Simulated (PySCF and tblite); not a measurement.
Values are calculated unless marked as measured or tabulated.
System: C₆H₈Se, numbered as in [CH3:1][Se:2][CH:3]1[CH:4]=[CH:5][CH:6]=[CH:7]1.

For the shift of Se2 from C3 to C7: electronic barrier 19.50 kcal/mol, zero-point change -0.77 kcal/mol, thermal and entropy terms at 400 K a further 0.83 kcal/mol (symmetry numbers apart). The minimum is Cs, the saddle Cs. Geometries: B3LYP-D3(BJ)/def2-SVP; energies: B3LYP/pcSseg-1 + D3(BJ); zero-point and thermal terms from GFN2-xTB harmonic modes (soft modes blended into free rotors). Rate constants are transition-state-theory values, counting equivalent paths, without tunnelling. (PySCF 2.14 with density fitting, tblite 0.8.)

Problem. How many equivalent paths lead out of the minimum?

Solution. 2: the symmetry number of the minimum is 1, that of the saddle displaced along its mode 1, and the displaced saddle is chiral while the minimum is not, which doubles the count.

Problem. Work out the rate at 400 K.

Solution. ΔG‡ = 19.56 kcal/mol; k_B T/h = 8.3×10¹² s⁻¹; exp(−ΔG‡/RT) = 2.1×10⁻¹¹; times 2 gives k = 341 s⁻¹. Wigner's tunnelling factor for the 347i cm⁻¹ mode would be 1.06.

Spin–orbit effects of heavy atoms on shieldings are missing.
